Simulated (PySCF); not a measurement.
# Working out the excitation energy of Se²⁺

Se²⁺ [Ar] 3d10 4s2 4p2 (3P) → Se²⁺ [Ar] 3d10 4s1 4p3 (5S). Calculation: PySCF 2.14, in x2c-TZVPPall (6s5p4d1f, 48 functions); scalar relativity by spin-free X2C-1e. Frozen: [Ne]. Energies in hartree (1 hartree = 27.21139 eV):

```csv
part,Se²⁺ (lower),Se²⁺ (upper)
UHF,-2426.986238,-2426.753618
MP2 opposite-spin,-0.169524,-0.117777
MP2 same-spin,-0.078166,-0.085288
```

Task: What does Hartree-Fock give?

Result: (-2426.753618) − (-2426.986238) = 0.232620 hartree = 6.330 eV.

Task: What do MP2 and SCS-MP2 (6/5 opposite-spin, 1/3 same-spin) give?

Result: The opposite-spin parts differ by 1.408 eV and the same-spin parts by -0.194 eV. MP2: 6.330 + (1.408) + (-0.194) = 7.544 eV. SCS-MP2: 6.330 + 1.2 × (1.408) + (-0.194)/3 = 7.955 eV.
